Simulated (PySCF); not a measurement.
# Heteronuclear NMR

Structure with atom numbers: `[CH2:1]=[C:2]([F:3])[Si:4]1([O:5][SiH3:6])[SiH2:7][O:8][SiH2:9]1` (H(Xn): hydrogen on atom n). Ha(C1) is cis to F3; Hb(C1) is trans to F3.

- PBE0/pcSseg-1 with gauge-including orbitals
- structure optimised with GFN2-xTB
- program: PySCF 2.14.0 with density-fitted response routines
- no solvent model, relativity neglected, one conformer, one averaged value for each set of equivalent atoms

(1) Predict the ¹⁹F NMR data.

(2) Predict the ²⁹Si NMR data.

(3) Predict the ¹⁷O NMR data.

Answers

(1) 
```
atoms       environment  σ (ppm)  δ (ppm)
   F3  vinylic fluorine    281.4   -107.9
```

Shieldings were converted by a linear fit to measured shifts: ¹⁹F (scatter 6.0 ppm rms, 7.0 ppm with the 5 outliers that the fit left out vs CFCl3, solution or neat liquid, with a term for F on sp3 carbon). Occasional misses reach two or three times the rms, and more in compound classes unlike the fitted ones.

On a 600 MHz spectrometer ¹⁹F resonates near 564.6 MHz, so 1 ppm is 564.6 Hz.

(2) 
```json
{"atoms": "Si4", "environment": "silicon bonded to C, O, 2 Si, in a 4-membered ring", "σ (ppm)": "318.5", "δ (ppm)": "18.2"}
{"atoms": "Si7/Si9", "environment": "silicon bonded to O, Si, 2 H, in a 4-membered ring", "σ (ppm)": "341.0", "δ (ppm)": "-0.4"}
{"atoms": "Si6", "environment": "silicon bonded to O, 3 H", "σ (ppm)": "389.0", "δ (ppm)": "-39.8"}
```

Shieldings were converted by a linear fit to measured shifts: ²⁹Si (scatter 8.9 ppm rms, 25.8 ppm with the 6 outliers that the fit left out vs TMS, solution or neat liquid). Occasional misses reach two or three times the rms, and more in compound classes unlike the fitted ones.

On a 400 MHz spectrometer ²⁹Si resonates near 79.5 MHz, so 1 ppm is 79.5 Hz.

(3) 
```
atoms                                  environment  σ (ppm)  δ (ppm)
   O8  oxygen bonded to 2 Si, in a 4-membered ring    283.4      8.5
   O5                        oxygen bonded to 2 Si    315.6    -20.7
```

Shieldings were converted by a linear fit to measured shifts: ¹⁷O: δ = 266.70 − 0.911σ (rms 10.7 ppm, 155 shifts, 12.2 ppm with the 3 outliers that the fit left out vs liquid water, solution or neat liquid). Occasional misses reach two or three times the rms, and more in compound classes unlike the fitted ones.

On a 300 MHz spectrometer ¹⁷O resonates near 40.7 MHz, so 1 ppm is 40.7 Hz.
